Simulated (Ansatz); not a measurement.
Cost and result up the ladder for Hg₁₀Te₉F₂ (21 atoms). Total charge 0; singlet. Geometry: PBE-D4/def2-SVP.

```xyz
21

F     2.5032   -0.6270    2.1774
F    -0.6558   -1.1739    2.5707
Hg    3.7611   -0.3950   -0.2479
Hg    1.5410   -2.4954    2.2896
Hg    0.1613   -0.0121    0.0962
Hg    2.6402    2.0804    1.5572
Hg   -1.4705   -3.1828    0.9038
Hg   -2.0299    0.4595    2.8705
Hg   -3.7573    2.2941    0.3651
Hg    1.1892    0.3367   -3.8535
Hg   -1.6269   -1.4987   -2.8745
Hg   -0.6015    2.7276   -2.0242
Te    5.2199    1.6069    0.8604
Te    0.1759   -4.7857    2.3559
Te    1.7109   -1.9634   -1.1389
Te   -0.0858    2.4122    1.4734
Te   -2.8121   -1.1943   -0.4400
Te   -4.3560    1.7717    2.9688
Te    2.0782    2.4789   -2.4365
Te   -0.2836   -1.5111   -5.2066
Te   -3.3014    2.6714   -2.2668
```

Ansatz on 4 threads of AMD EPYC 7R13 on a shared host and a share (37 GiB) of an NVIDIA H100 80GB HBM3. Times are rough, and most runs start from the orbitals of an earlier one. PBE0-D4/def2-TZVP serves as the yardstick here, not as an exact answer. Differences are given only for rows in sets of like size (and for xTB, whose basis is part of the method), since another set adds its own error. Binding counts from free atoms at the same level (F doublet, Hg singlet, Te triplet; other spins of the atoms weren't run), without zero-point energy or a counterpoise term.

In the def2 sets Hg, Te take a core potential; there is no spin–orbit coupling. Correlated methods freeze 38 core orbitals; core or outer-core shells of Hg, Te are correlated, in sets that lack core-valence functions. The rows differ in basis, and correlated rows in double-zeta sets carry the largest basis error. Single mean-field runs in def2-SVP, def2-TZVP are fitted with def2-universal-jkfit.

Correlated methods converge slowly with the basis, most of all in double-zeta sets.

```
                         level  functions  binding energy per atom (eV)  difference from PBE0-D4/def2-TZVP (eV)
             PBE0-D4/def2-TZVP        942                          1.49                                    0.00
          r2SCANh-D4/def2-TZVP        942                          1.46                                   -0.03
              PBE0-D4/def2-SVP        582                          1.40                                       –
           r2SCAN-D4/def2-TZVP        942                          1.49                                    0.00
PBE-D4/def2-TZVP (with forces)        942                          1.55                                    0.06
                  MP2/def2-SVP        582                          1.23                                       –
               PBE-D4/def2-SVP        582                          1.48                                       –
```

(1) Estimate how long each takes.

Answers

(1) PBE-D4/def2-SVP 5.5 s; PBE0-D4/def2-SVP 7 s; r2SCANh-D4/def2-TZVP 12 s; PBE-D4/def2-TZVP (with forces) 13 s; r2SCAN-D4/def2-TZVP 14 s; MP2/def2-SVP 14 s; PBE0-D4/def2-TZVP 23 s. On shared hardware such times vary by a factor of up to 3.
